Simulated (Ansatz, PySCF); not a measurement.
Isomers of CH4Si: 1 is [SiH2]=C, 2 is C[SiH]; one conformer of each (the lowest of an xTB search), B3LYP-D3(BJ)/def2-TZVP minima.
Isomer 1 (charge 0, multiplicity 1, Z-matrix in Å and degrees):
```
Si
C 1 1.7009
H 2 1.0823 1 122.25
H 2 1.0823 3 115.51 1 180.00
H 1 1.4730 2 122.63 3 -180.00
H 1 1.4730 5 114.74 2 180.00
```
Isomer 2 (charge 0, multiplicity 1):
```tsv
atom	x (Å)	y (Å)	z (Å)
C	-0.5234	-0.0110	0.0884
Si	1.2516	-0.0282	0.7697
H	-0.6834	0.8963	-0.5069
H	-1.2883	-0.0636	0.8631
H	-0.6635	-0.8484	-0.6061
H	1.9070	0.0549	-0.6083
```

| level | electronic energy of isomer 2 less that of isomer 1 (kcal/mol) | minus CCSD(T)/CBS(cc-pV(T+d)Z, cc-pV(Q+d)Z) | cost |
|---|---|---|---|
| HF/cc-pV(D+d)Z | -3.02 | -6.11 | - |
| HF/cc-pV(Q+d)Z | -1.58 | -4.67 | - |
| BLYP/def2-TZVPP | 3.58 | 0.49 | ×1 |
| BLYP-D3(BJ)/def2-TZVPP | 3.66 | 0.56 | ×1 |
| revPBE-D4/def2-TZVPP | 2.91 | -0.19 | ×0.8 |
| r2SCAN/def2-TZVPP | 5.38 | 2.28 | ×2 |
| B3LYP/def2-TZVPP | 2.46 | -0.63 | ×1 |
| PBE0/def2-TZVPP | 1.81 | -1.28 | ×1 |
| PBE0-D3(BJ)/def2-TZVPP | 1.85 | -1.24 | ×1 |
| BHLYP/def2-TZVPP | 0.84 | -2.26 | ×1 |
| CAM-B3LYP-D3(BJ)/def2-TZVPP | 1.79 | -1.31 | ×1 |
| CAM-B3LYP-D4/def2-TZVPP | 1.78 | -1.31 | ×1 |
| wB97M-V/def2-TZVPP | 0.17 | -2.92 | ×3 |
| B2PLYP-D3(BJ)/def2-TZVPP | 3.37 | 0.27 | ×1 |
| B2PLYP-D4/def2-TZVPP | 3.34 | 0.25 | ×1 |
| MP2/6-31G* | 2.17 | -0.93 | - |
| MP2/cc-pV(D+d)Z | 3.51 | 0.42 | - |
| CCSD/cc-pV(Q+d)Z | 1.10 | -2.00 | - |
| CCSD(T)/cc-pV(Q+d)Z | 2.81 | -0.28 | ×80* |
| CCSD(T)/CBS(cc-pV(T+d)Z, cc-pV(Q+d)Z) | 3.09 | 0.00 | ×80* |

 The comparison column counts from a level with limits of its own.

The rows run from -3.02 (HF/cc-pV(D+d)Z) to 5.38 kcal/mol (r2SCAN/def2-TZVPP). In cc-pV(Q+d)Z the value moves HF -1.58, CCSD 1.10, CCSD(T) 2.81, a shift of 4.39 from HF to CCSD(T). The dispersion term adds 0.07 in BLYP-D3(BJ), 0.04 in PBE0-D3(BJ). The 6 functionals in def2-TZVPP without D3 or D4 span 5.21, from wB97M-V to r2SCAN.

No zero-point or thermal terms.

Cores are frozen in the correlated methods. CBS: X⁻³ extrapolation of the correlation energy, Hartree–Fock from the larger set. Rows in 6-31G* carry no dispersion term and start afresh at each structure (6-31G* with six Cartesian d functions). MP2/6-31G* freezes PySCF's default core.

Codes used: Ansatz (a quantum-chemistry and plane-wave program) with Gaussian orbitals; PySCF for 6-31G* rows, the dispersion terms. Values without a source in brackets are computed.

Costs are rough ratios of core time to PBE/def2-TZVPP (about 2.7 s over the structures, on one shared machine); a dash marks a level with no comparable run of its own. A star marks coupled-cluster runs past 200 virtual orbitals, where the program's memory plan changes under this machine's limit, so their costs aren't comparable with smaller runs.
